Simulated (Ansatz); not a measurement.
`[AlH2][CH]1O[SiH2][SiH2]1`, charge 0, multiplicity 1.

(1) Give a relaxed structure at PBE0-D4/def2-TZVP (the Gaussian-basis code of Ansatz). (Estimate.)

## Answers

(1) Ansatz gave: 
Z-matrix (Å, degrees):
```
C
O 1 1.464
Al 1 1.956 2 114.4
Si 1 1.934 2 100.4 3 118.4
H 1 1.098 2 110.0 3 -127.7
Si 2 1.671 1 105.8 3 -130.9
H 3 1.590 1 116.5 2 -168.7
H 3 1.584 1 121.0 2 17.0
H 4 1.494 1 112.8 2 -103.6
H 4 1.487 1 117.6 2 129.5
H 6 1.487 2 112.0 1 132.2
H 6 1.491 2 113.0 1 -105.7
```
This is one stationary point; other conformers may exist.
